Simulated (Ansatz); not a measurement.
The cluster Cu₂I⁻. The state is a triplet with charge -1. Geometry r2SCAN-D4/def2-TZVP, that of the neutral doublet; atoms count from 1.

```xyz
3

Cu    0.3628    1.1757    0.6267
Cu    0.8637   -1.0466    0.2517
I    -1.2266   -0.1291   -0.8784
```

In the def2 sets I takes a core potential; there is no spin–orbit coupling. The highest occupied level of the charge -1 triplet lies above zero (up to 0.46 eV). By energy differences its removal costs 0.96 eV (vertical, to the charge 0 doublet, at PBE0-D4/def2-TZVPD); a positive level beside a positive removal energy at the same level points to self-interaction error. At PBE0-D4/def2-TZVPD a singlet of charge -1 lies 0.31 eV below the triplet at the same geometry. The structure comes from a short search, and lower isomers may exist.

Q: Estimate the Mulliken populations from the PBE0/def2-TZVPD orbitals of Ansatz.

A: 
| atom | charge (e) | spin (α − β) | d electrons |
| --- | --- | --- | --- |
| Cu1 | -0.37 | 0.93 | 9.89 |
| Cu2 | -0.37 | 0.93 | 9.89 |
| I3 | -0.26 | 0.14 | – |
Mulliken values and Mayer orders depend strongly on the basis. With diffuse functions, as here, like atoms can get unlike values, and bond orders can come out too low or too high.

Q: Where does the spin sit?

A: Summed by element: Cu 1.86, I 0.14, of 2 unpaired in all. Largest on single atoms: Cu1 0.93, Cu2 0.93, I3 0.14.

Q: And the Mayer bond orders between bonded heavy atoms (over 0.3)?

A: Cu1–Cu2 1.14 (2.31 Å); Cu1–I3 0.59 (2.55 Å); Cu2–I3 0.59 (2.55 Å).
